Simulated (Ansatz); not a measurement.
Ansatz (an electronic-structure program) input (SVWN5/def2-TZVP):

Ansatz 0.2 input:
```yaml
crystal:
  periodic: [false, false, false]
  atoms:
    - {symbol: Sc, position_ang: [0.45952104, 0.15337693, 0.55001912]}
    - {symbol: Cl, position_ang: [1.06729455, 0.22866685, -1.55870886]}
    - {symbol: Cl, position_ang: [-1.63493819, -0.41813248, 0.87927348]}
basis:
  gaussian:
    orbitals: def2-TZVP
hamiltonian:
  xc: {name: SVWN5}
total_charge: 1
relax: {f_tol: 0.003, max_steps: 100}
```

End of the output:

```
mean field -45609.50464666 eV, -1676.1183805322 hartree, gradient 9.0e-6 eV, S^2 0.000000; 0 other end points of the search recorded, 0 dependent functions left out
the calculation of the forces begins
reference -45609.50468803 eV, -1676.1183820525 hartree; 27, 27 occupied and 92, 92 virtual orbitals, 960 factors
relax step   4: F+E_penalty+E_count = -45609.50464666 eV  Δ(F+E_penalty+E_count) = -1.420e-4 eV  max|allowed force component| = 7.588e-4 eV/Å  Δτ_max = 0.0062 Å  (31 SCF iters, accepted)
integrals: 0.05 GiB planned
960 factors; their error is unknown
mean field: 0.33 GiB planned
mean field -45609.50464666 eV, -1676.1183805322 hartree, gradient 9.2e-6 eV, S^2 0.000000; 1 other end points of the search recorded, 0 dependent functions left out
the calculation of the forces begins
reference -45609.50468803 eV, -1676.1183820525 hartree; 27, 27 occupied and 92, 92 virtual orbitals, 960 factors
Total energy: -45609.50468803 eV, -1676.1183820525 hartree
Atom 0 at     0.486197     0.162281     0.581948 Å, force     0.000634     0.000212     0.000759 eV/Å
Atom 1 at     0.994821     0.210060    -1.521321 Å, force    -0.000695    -0.000196    -0.000038 eV/Å
Atom 2 at    -1.589140    -0.408430     0.809956 Å, force     0.000061    -0.000015    -0.000721 eV/Å
Dipole moment:     0.790235     0.263761     0.945864 e Å
```
